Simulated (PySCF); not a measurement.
Geometry (Å), atoms numbered from 1 in this order:
```xyz
18

C    -2.686    0.349   -0.082
N    -1.407   -0.114   -0.579
C    -0.458   -0.396    0.483
C     0.833   -0.909   -0.109
C     2.127   -0.703    0.602
C     1.842    0.081   -0.658
C     1.568    1.468   -0.551
N     1.336    2.587   -0.467
H    -3.335    0.567   -0.927
H    -2.611    1.247    0.548
H    -3.140   -0.448    0.509
H    -1.012    0.592   -1.196
H    -0.897   -1.173    1.120
H    -0.255    0.487    1.116
H     0.707   -1.818   -0.683
H     2.112   -0.160    1.535
H     2.885   -1.470    0.550
H     2.381   -0.181   -1.561
```

Geometry: GFN2-xTB; GIAO shifts from PySCF 2.14, gas phase, non-relativistic, averaged over equivalent atoms.

At BP86/pcSseg-1 (186 basis functions, of the order of 110 core-seconds):
```tsv
atoms	δ (ppm)
C7	121.2
C3	61.7
C1	41.5
C4	25.6
C5	15.5
C6	3.7
N8	287.2
N2	53.3
H13	3.17
H9/H10/H11	2.75
H14	2.61
H15	1.56
H18	1.29
H17	0.95
H16	0.75
H12	0.50
```

References, each an isolated molecule treated in the same way: TMS for $^{13}$C (182.31 ppm), $^{1}$H (31.71 ppm); $^{15}$N (265.36 ppm) against NH3.

Q: Estimate the result of repeating the calculation with PBE0/6-311G**.

A: 
```json
{"atoms": "C7", "δ at PBE0/6-311G**": "124.0", "change": "+2.8"}
{"atoms": "C3", "δ at PBE0/6-311G**": "58.2", "change": "-3.5"}
{"atoms": "C1", "δ at PBE0/6-311G**": "39.3", "change": "-2.2"}
{"atoms": "C4", "δ at PBE0/6-311G**": "24.1", "change": "-1.5"}
{"atoms": "C5", "δ at PBE0/6-311G**": "14.5", "change": "-1.0"}
{"atoms": "C6", "δ at PBE0/6-311G**": "3.1", "change": "-0.6"}
{"atoms": "N8", "δ at PBE0/6-311G**": "293.1", "change": "+5.9"}
{"atoms": "N2", "δ at PBE0/6-311G**": "51.4", "change": "-1.9"}
{"atoms": "H13", "δ at PBE0/6-311G**": "3.09", "change": "-0.08"}
{"atoms": "H9/H10/H11", "δ at PBE0/6-311G**": "2.63", "change": "-0.12"}
{"atoms": "H14", "δ at PBE0/6-311G**": "2.53", "change": "-0.08"}
{"atoms": "H15", "δ at PBE0/6-311G**": "1.57", "change": "+0.01"}
{"atoms": "H18", "δ at PBE0/6-311G**": "1.28", "change": "-0.01"}
{"atoms": "H17", "δ at PBE0/6-311G**": "0.94", "change": "-0.01"}
{"atoms": "H16", "δ at PBE0/6-311G**": "0.74", "change": "-0.01"}
{"atoms": "H12", "δ at PBE0/6-311G**": "0.67", "change": "+0.17"}
```

δ = σ(ref) − σ, references computed at the same level: $^{13}$C (σref 190.38) and $^{1}$H (σref 32.08) vs TMS; $^{15}$N (σref 274.56) against NH3.

The largest change is at N8 (nitrile nitrogen). Cost: 204 basis functions, roughly 100 core-seconds. The order of the carbon signals is the same at both levels.

Experimental scales use liquid or dissolved standards, which lie at an offset from isolated NH3 (liquid NH3: subtract about 20 ppm). Unscaled 15N shifts of sp2 nitrogen come out 20 to 40 ppm too high even then.
